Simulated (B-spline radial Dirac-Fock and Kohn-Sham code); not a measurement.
Level of theory: Dirac-Fock (average of configuration) total-energy differences with a finite nucleus, the Breit interaction including its frequency dependence, and self-energy and vacuum-polarisation corrections; a radial finite-basis atomic code. Free neutral atoms up to Cf, the lines Kα1, Kβ1, Lα1, Lβ1, Lβ2, Lγ1, Lℓ and Mα1 where both subshells are closed (so no Lα of most 3d metals and no Mα of most lanthanides); Na, Y were not searched.

Q: Si Kα1 is computed at 1740.8 eV. Which of the searched lines of other elements lie within 50 eV and could overlap it in an energy-dispersive spectrum?

A: Rb Lβ1 at 1754.1 eV (+13); Ta Mα1 at 1712.2 eV (-29); W Mα1 at 1777.9 eV (+37); Rb Lα1 at 1695.8 eV (-45); Zr Lℓ at 1789.9 eV (+49).
